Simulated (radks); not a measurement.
Values are calculated unless marked as measured or tabulated.
Problem. All-electron atom: V V in [Ar] 3d1. Level of theory: Dirac Kohn-Sham, BLYP, spin-unpolarised, spherical densities, finite nucleus; open shells are shared between the two j in proportion to 2j + 1; Fermi nuclear charge, rms radius 3.6002 fm (a radial shooting solver on a logarithmic mesh with Libxc functionals). Some entries of the table are withheld. Estimate them.

orbital,occ.,eigenvalue (hartree),<1/r> (bohr^-1),r(max) (bohr)
1s1/2,2,-199.2363,22.84,0.04349
2s1/2,2,-24.23997,4.811,0.2557
2p1/2,2,(1),(2),(3)
2p3/2,4,(4),(5),(6)
3s1/2,2,-4.52031,1.532,0.8095
3p1/2,2,-3.55875,1.424,0.8240
3p3/2,4,-3.52500,1.410,0.8301
3d3/2,0.4,-2.02900,1.164,(7)
3d5/2,0.6,-2.02538,1.161,(8)

Solution. 
(1) 2p1/2 eigenvalue (hartree): -20.76238
(2) 2p1/2 <1/r> (bohr^-1): 4.749
(3) 2p1/2 r(max) (bohr): 0.2065
(4) 2p3/2 eigenvalue (hartree): -20.50138
(5) 2p3/2 <1/r> (bohr^-1): 4.683
(6) 2p3/2 r(max) (bohr): 0.2088
(7) 3d3/2 r(max) (bohr): 0.8148
(8) 3d5/2 r(max) (bohr): 0.8164
